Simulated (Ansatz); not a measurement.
Reaction (formal exchange of groups at a C–Ga bond): `[CH3][Ga]([Br])[Br]` + `CCSC` → `CCCSC` + `[Br][GaH][Br]`

Gas-phase electronic energies from Ansatz, PBE0-D4/def2-TZVP geometries. CCSD(T)/CBS is the MP2 limit (def2-TZVPP, def2-QZVPP) plus CCSD(T) − MP2 in def2-TZVPP, frozen cores. DFT in def2-TZVPP. HSE06 is defined as in plane-wave codes. For Br, Ga outer-core shells are correlated without core-valence functions, which leaves a few kJ/mol of doubt a bond. Scalar relativity is left out up to krypton. One conformer a species, not always the lowest.

| level | ΔE (eV) |
| --- | --- |
| LDA (SPW92) | 0.39 |
| B97M-V | 0.38 |
| HSE06 | 0.47 |
| MP2/def2-TZVPP | 0.51 |

Q: What does CCSD(T)/CBS give? (An estimate is asked.)

A: The calculation gave: +0.50 eV. The listed levels differ from it by -0.11, -0.12, -0.03, 0.01 eV.

Largest T1 diagnostic among the species: 0.009.

In def2-TZVPP, CCSD(T) changes the Hartree–Fock value by +0.05 eV (the triples alone add +0.00 eV) and MP2 by +0.08 eV. Leaving LDA and LC-ωPBE aside and taking each functional with its dispersion term where it has one, the values, not all of them listed here, spread over 0.11 eV, from B97M-V to B2PLYP. LDA lies −0.09 eV from PBE without D4.
